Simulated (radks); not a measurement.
Question: The mean radii <r> (bohr) of the occupied orbitals of an atom or ion are listed with their occupations. All-electron calculation, Dirac Kohn-Sham, BLYP, spin-unpolarised, spherical densities, finite nucleus; Fermi nuclear charge, rms radius of each element as measured or else 0.836 A^(1/3) + 0.57 fm. Program: a radial shooting solver on a logarithmic mesh with Libxc functionals.

| orbital | occ. | <r> |
|---|---|---|
| 1s1/2 | 2 | 0.05408 |
| 2s1/2 | 2 | 0.2448 |
| 2p1/2 | 2 | 0.2131 |
| 2p3/2 | 4 | 0.2163 |
| 3s1/2 | 2 | 0.7406 |
| 3p1/2 | 2 | 0.7721 |
| 3p3/2 | 4 | 0.7822 |
| 3d3/2 | 4 | 0.9687 |
| 3d5/2 | 4 | 0.9746 |

Name the element and its charge. Open shells, if any, fill j = l - 1/2 first.

Answer: Z = 28, nickel, charge +2: Ni2+ in [Ar] 3d8. The 1s radius gives Z: for a bare nucleus <r> = (2 gamma + 1)/(2Z) with gamma = sqrt(1 - (Z/c)^2), 0.05282 bohr for Z = 28, and screening makes it slightly larger (0.05408 here). The occupations add up to 26, and the charge is Z minus that.
